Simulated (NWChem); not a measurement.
**Worked example: ideal-gas entropy of SiHCl2F (SMILES F[SiH](Cl)Cl)**

A singlet with charge 0, relaxed at PBE0/def2-SVP (NWChem 7.3.0):

```xyz
5

F     1.7863   -0.3532    0.0000
Si    0.3754    0.4196    0.0000
Cl   -0.6508   -0.1388   -1.6693
Cl   -0.6508   -0.1388    1.6693
H     0.6215    1.8723    0.0000
```

Harmonic wavenumbers in cm⁻¹: 179, 239, 299, 542, 627, 817, 823, 940, 2343.

Masses in u: F 18.998, Si 28.085, Cl 35.45, H 1.008. Take T = 298.15 K, p = 1 bar, R = 8.3145 J/(mol K), kT/hc = 207.22 cm⁻¹, rigid rotor and harmonic oscillator.

Task: Work out S° at 298 K.

Result: 
1. Translation (Sackur–Tetrode): S = R[3/2 ln M + 5/2 ln T − 1.1517] with M = 118.991 gives 168.5 J/(mol K).
2. Rotation: principal moments 107.132, 209.712, 292.555 u Å² give A, B, C = 0.1574, 0.0804, 0.0576 cm⁻¹; the symmetry number is σ = 1; q = (√π/σ)√((kT/hc)³/ABC) = 195831; S = R(ln q + 3/2) = 113.8.
3. Vibration: with u = ν̃/207.22, each mode gives R[u/(eᵘ − 1) − ln(1 − e⁻ᵘ)]; the sum is 29.5, most from 179 cm⁻¹ (9.8), 239 cm⁻¹ (7.6), 299 cm⁻¹ (6.0).
4. Spin: R ln 1 = 0.0.
5. Sum: 168.5 + 113.8 + 29.5 + 0.0 = 311.8 J/(mol K).

No measured value is set beside it here.
